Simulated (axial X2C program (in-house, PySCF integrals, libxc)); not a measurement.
**Nuclear properties of AsBr⁻**

Computed with an in-house all-electron X2C program for linear molecules (integrals from PySCF): two-component X2C with atomic mean-field Coulomb and Gaunt terms, Gaussian nuclei, basis Br dyall-acv3z, As dyall-acv3z with contracted cores.

R = 2.439 Å (near the PBE0 minimum at charge -1 of the determinant lowest at the starting distance; the state shown can have its own minimum elsewhere).

Determinant lowest in the PBE0 search, Ω = 3/2 (⟨Sz⟩ = 0.50, ⟨Lz⟩ = 1.00 at PBE0), spin on the atoms Br 0.01, As 0.50:

| level | Eeff magnitude (GV/cm) | Ws magnitude Br (kHz) | Ws magnitude As (kHz) | A∥/gI Br (MHz) | qzz Br (a.u.) | A∥/gI As (MHz) | qzz As (a.u.) |
| --- | --- | --- | --- | --- | --- | --- | --- |
| PBE0 | 0.362 | 0.0356 | 0.0644 | 40.1 | 4.59 | 259 | 5.38 |
| HF | 1.8 | 0.118 | 0.392 | 20.5 | 4.11 | 296 | 5.74 |
| TPSSh | 0.298 | 0.0266 | 0.0551 | 45.2 | 4.53 | 265 | 5.39 |
| r2SCAN | 0.315 | 0.00462 | 0.0793 | 58.8 | 4.64 | 286 | 5.35 |
| B3LYP | 0.286 | 0.0289 | 0.0492 | 44.7 | 4.52 | 276 | 5.46 |

Determinant 0.16 eV from it at PBE0 and this distance, Ω = 1/2 (⟨Sz⟩ = -0.50, ⟨Lz⟩ = 1.00 at PBE0), spin on the atoms Br 0.00, As -0.49:

| level | Eeff magnitude (GV/cm) | Ws magnitude Br (kHz) | Ws magnitude As (kHz) | A∥/gI Br (MHz) | qzz Br (a.u.) | A∥/gI As (MHz) | qzz As (a.u.) |
| --- | --- | --- | --- | --- | --- | --- | --- |
| PBE0 | 0.0216 | 0.0112 | 0.0403 | 232 | 4.64 | 1730 | 5.21 |
| HF | 0.211 | 0.00715 | 0.159 | 149 | 4.24 | 1620 | 5.70 |
| TPSSh | 0.0149 | 0.00459 | 0.0274 | 249 | 4.58 | 1680 | 5.22 |
| r2SCAN | 0.043 | 0.0488 | 0.0665 | 234 | 4.69 | 1570 | 5.17 |
| B3LYP | 0.0903 | 0.00714 | 0.0806 | 239 | 4.58 | 1700 | 5.28 |

Eeff is the effective electric field on the electron electric dipole moment in this Ω state and Ws the scalar–pseudoscalar constant of the nucleus named (defined with the proton number Z and per Ω); A∥ (defined per Ω) follows by multiplying with gI = μI/(I μN); qzz is the electric field gradient, eQq0 = 234.96 MHz × Q/barn × qzz. The operators were transformed with the bare-nucleus X2C matrices; with these basis sets, hyperfine constants and field gradients can be off by tens of per cent, and where levels differ in sign neither size nor sign is settled.

Q: With Q(79Br) = 0.3087 barn, gI(75As) = 0.9597, Q(75As) = 0.311 barn (g factors from the IAEA table of nuclear moments by Stone; Q from Pyykkö, Mol. Phys. 2018), turn the PBE0 values of the first state into constants in MHz.

A: eQq0(79Br) = 234.96 × (0.3087) × (4.59) = 333 MHz; A∥(75As) = 259 × 0.9597 = 249 MHz; eQq0(75As) = 234.96 × (0.311) × (5.38) = 393 MHz.

Each state is one determinant with collinear spin. Unrestricted Hartree–Fock can overshoot spin polarisation at the nuclei. In the state Ω = 1/2 the sign of Eeff differs between levels (HF, r2SCAN against PBE0). For an anion, determinants above electron detachment, or with a positive highest level, are held by the basis set. Where Eeff spreads by more than a factor of two the levels disagree and none is to be relied on. The search compared states at one distance, so a state with another bond length can lie lower. The sign of Ws at Br differs between levels in the second state. The sign of Ws at As differs between levels in the second state. Further determinants of the search, some of them spin-mixed, are not shown. Where a field gradient or hyperfine factor spreads by more than a factor of two over the levels, a constant derived from it is not to be relied on. PBE0 term energies can be off by some tenths of an eV.
